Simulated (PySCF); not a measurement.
Configurations of CeN

Unrestricted PBE0; PySCF, spin-free X2C with a Gaussian nucleus, basis sets Ce x2c-SVPall, N x2c-SVPall. The search starts from ions with several 4f fillings and holds each by maximum overlap.

The lowest solution has 2Ms+1 = 2, about 1.3 4f electrons, near 1.75 Å.

Solutions at the starting distance of 1.983 Å, counted from the lowest; the search is not exhaustive:

```
2Ms+1  4f population  E (eV)  ⟨S²⟩  ⟨Lz²⟩  μ (D)
    2           1.28    0.00  0.75    9.0  -8.27
    2           1.26    0.02  0.76    4.0  -8.25
    2           1.20    0.29  0.78    0.0  -7.63
    4           1.30    0.52  3.76    8.7  -3.60
    4           1.29    0.53  3.75    4.0  -3.69
    4           1.22    0.77  3.75    0.0  -3.63
    2           1.31    0.87  1.77   10.0  -3.79
    2           1.31    0.90  1.76    9.9  -3.74
    2           1.02    1.11  0.84    0.0  -4.47
    4           1.32    1.44  3.76   13.0  -6.78
    4           1.60    1.58  3.76    7.6  -4.79
    4           1.59    1.64  3.76    9.9  -4.75
    4           1.72    1.73  3.76    9.0  -5.08
```

Partly filled real f orbitals mix terms, so no term symbols are given. A population far from a whole number shows f orbitals mixing with d and ligand orbitals, not a clean configuration. A positive dipole means Ce(−)N(+).

Spin–orbit coupling is left out. The state is the lowest single determinant that the PBE0 search found; with open d or f shells the true ground state can be another one.
